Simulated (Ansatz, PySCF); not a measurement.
ZrF2I2, SMILES [F][Zr]([F])([I])[I], multiplicity 1. Atoms are numbered in the order given.

```xyz
5

Zr     0.0000     0.0000     0.8602
F      0.0000     1.5430     1.9539
F      0.0000    -1.5430     1.9539
I     -2.2196     0.0000    -0.7046
I      2.2196     0.0000    -0.7046
```

Coordinates come from a B3LYP-D3(BJ)/def2-SVP optimisation. The spin state was assumed, not searched. The structure was generated by enumeration; whether it is a known compound was not checked. The def2 effective core potentials stand for the cores of I, Zr; spin–orbit coupling is left out.

Two levels are set side by side: PBE-D3(BJ)/def2-SVP (Ansatz, a quantum-chemistry and plane-wave program) and B3LYP-D3(BJ)/def2-SVP (Ansatz). Each level has its own optimised geometry; the coordinates shown are those of the second. Frequencies come from the Hessian of PySCF at each geometry. Differences are taken from unrounded values.

```csv
quantity,B3LYP-D3(BJ),PBE-D3(BJ),PBE-D3(BJ) minus B3LYP-D3(BJ)
mean bond length (Å),2.304,2.304,0.001
bond Zr1–F2 (Å),1.891,1.896,0.005
bond Zr1–F3 (Å),1.891,1.896,0.005
bond Zr1–I4 (Å),2.716,2.712,-0.004
bond Zr1–I5 (Å),2.716,2.712,-0.004
highest harmonic wavenumber (cm⁻¹),707,692,-15
mean harmonic wavenumber (cm⁻¹),270,264,-6
zero-point energy (kcal/mol),3.48,3.40,-0.08
```
